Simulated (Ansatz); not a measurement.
Species: H2F2Si2, SMILES `F[Si](F)=[SiH2]` (charge 0, multiplicity 1), formula H2F2Si2.

Question: How many basis functions does frozen-core CCSD(T)/cc-pVQZ // ωB97X-D3(BJ)/def2-TZVP (Ansatz, a first-principles code) use, how many core orbitals are frozen, and how many electrons are correlated?

Answer: 288 basis functions and 12 frozen orbitals, which leaves 24 correlated electrons. Core time is of the order of minutes.
